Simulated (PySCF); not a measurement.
C₄H₅, SMILES [CH]=CC=C, multiplicity 2. The structure is a stationary point at PBE-D3(BJ)/def2-SVP. The isomer is the one that the SMILES or the coordinates give; other isomers of the formula were not compared. One conformer was computed; it need not be the lowest.

**Question.** Give the equilibrium geometry at PBE-D3(BJ)/def2-SVP (PySCF confirms it by a frequency run) as Cartesian coordinates in Å, and its point group. (An estimate is asked for; the answer gives what the named calculation found.)

**Answer.** This is not unique; one that fits is point group Cs.
```xyz
9

C     -0.0264    -1.9406     0.0000
C      0.4245    -0.6874     0.0000
C     -0.4123     0.5178     0.0000
C      0.0803     1.7764     0.0000
H     -0.9940    -2.4610     0.0000
H      1.5202    -0.5128     0.0000
H     -1.5046     0.3585     0.0000
H      1.1663     1.9659     0.0000
H     -0.5848     2.6529     0.0000
```
Charge 0, spin multiplicity 2.
